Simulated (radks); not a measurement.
Question: All-electron calculation, non-relativistic Kohn-Sham, PBE, spin-polarised, spherical densities, point nucleus; open shells are filled with parallel spins first (spin-orbit coupling, left out, can overturn this in heavy ions). Program: a radial shooting solver on a logarithmic mesh with Libxc functionals. Each species is in its NIST ground configuration. Rank Tb4+, La4+, Er4+, Yb4+, Nd4+, Sm4+, Tm4+, Pm4+, Eu4+, Ce4+, Pr4+, Gd4+, Dy4+, Lu4+, Ho4+ by mean radius of the outermost orbital (bohr), largest first.

Answer: La4+ 1.73, Ce4+ 1.66, Pr4+ 1.63, Nd4+ 1.61, Pm4+ 1.58, Sm4+ 1.56, Eu4+ 1.54, Gd4+ 1.52, Tb4+ 1.50, Dy4+ 1.47, Ho4+ 1.45, Er4+ 1.43, Tm4+ 1.40, Yb4+ 1.38, Lu4+ 1.37.
